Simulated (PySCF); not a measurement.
CH3F3Si

CH3F3Si is a small molecule, neutral, singlet. The structure, one conformer, was relaxed in the gas phase by PBE0-D3(BJ)/def2-SVP. No frequency run checks that it is a minimum.

SMILES: FC(F)(F)[SiH3]

Coordinates in Å:
```
Si1    -0.324   -0.691    0.616
C2      0.325    0.661   -0.604
F3      0.953    1.652    0.046
F4      1.196    0.152   -1.487
F5     -0.675    1.215   -1.304
H6     -1.271   -0.032    1.556
H7      0.851   -1.248    1.339
H8     -1.007   -1.738   -0.191
```

Shieldings: GIAO PBE0/pcSseg-2. Shifts are against computed references at the same level: C TMS (σ 184.1 ppm), H TMS (σ 31.24 ppm), Si TMS (σ 341.3 ppm). Core levels by delta-SCF with SCAN, pcX-2 on the ionised atom and pcseg-1 elsewhere, spin-free X2C (2p3/2 is the spin-free 2p value less a third of a first-order spin-orbit splitting); from the vacuum level, for chosen atoms.

Give the NMR and core-level values of the distinct atoms.


| atoms | bonded to | σ (ppm) | δ (ppm) | core level (eV) |
| --- | --- | --- | --- | --- |
| Si1 | 1 C + 3 H | 412.6 | -71.3 | 2p3/2 107.82 |
| C2 | 3 F + 1 Si | 45.8 | 138.3 | 1s 297.68 |
| F3 F4 F5 | 1 C | 242.4 | - | 1s 693.89 |
| H6 H7 H8 | 1 Si | 27.16 | 4.09 | - |

Values are those of this one static structure, with the three H of a rotating XH3 group averaged; atoms that internal rotation interchanges would show their mean in an NMR spectrum.

By CAM-B3LYP/def2-SVPD (TDDFT singlets, Tamm-Dancoff triplets, ionisation by delta-SCF), where does absorption start, and what does vertical ionisation take?

The first singlet with intensity lies at 9.04 eV (f 0.018); what lies below it is dark. The lowest singlet lies at 9.03 eV (f 0.001), the strongest of the first 6 at 9.04 eV (f 0.018), the lowest triplet at 8.16 eV; vertical ionisation takes 12.32 eV.
